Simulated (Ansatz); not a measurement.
```yaml
crystal:
  periodic: [false, false, false]
  atoms:
    - {symbol: N, position_ang: [-1.098035, 0.468725, -0.912285]}
    - {symbol: Ga, position_ang: [0.068266, 0.176417, 0.438996]}
    - {symbol: Se, position_ang: [1.688317, -1.441728, 0.008674]}
    - {symbol: H, position_ang: [-1.078391, -0.018421, -1.791225]}
    - {symbol: H, position_ang: [-1.845658, 1.138872, -0.864577]}
    - {symbol: H, position_ang: [-0.017418, 0.957760, 1.779670]}
    - {symbol: H, position_ang: [2.282908, -1.281615, 1.340747]}
basis:
  gaussian: {orbitals: ANO-RCC-VTZP}
hamiltonian: {xc: {name: r2SCAN0}}
scf: {max_iter: 3}
```

```sh
$ ansatz run in.yaml --threads 2 --pin off --events-out ev --progress --plain --max-ram 4352MiB
```

Output, abridged:

```
Error: invalid value for `basis.gaussian`: such a run doesn't read scf.max_iter; remove what it names
```

(1) What is wrong with this run?

Results:

(1) The input holds a key that doesn't belong there. The program refused the input.
